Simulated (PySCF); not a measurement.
Compound: [IrCl6]3- (charge -3 and singlet state).
Bonds: Ir1–Cl2, Ir1–Cl3, Ir1–Cl4, Ir1–Cl5, Ir1–Cl6, Ir1–Cl7.

Computed, not measured: PySCF, PBE0-D3(BJ)/def2-SVP geometry optimisation, gas phase, def2 core potentials past Kr.

(1) Give the optimised bond lengths and angles.

Results:

(1) 
| bond | length (bohr) |
| --- | --- |
| Ir1–Cl2 and 5 like bonds | 4.596 |

Bonds in one row agree within 0.02 bohr and their mean is given. A selection of angles:
| angle | degrees |
| --- | --- |
| Cl2–Ir1–Cl3 | 179.9 |
| Cl2–Ir1–Cl4 | 90.1 |

Ir1 (iridium bonded to 6 Cl) is octahedral (the three widest angles are 180.0°, 179.9° and 179.9°, the others run from 90.0° to 90.1°). All 6 Cl–Ir bonds measure 2.432 Å.

Point group: Oh (tolerance 0.08 Å). PBE0-D3(BJ)/def2-SVP frequencies: not computed here. Whether so highly charged an anion holds all its electrons in the gas phase wasn't checked; a finite basis holds them in any case. No counter-ion or solvent screens the charge of this multiply charged ion. The geometry's basis has no diffuse functions, a weakness for an anion.
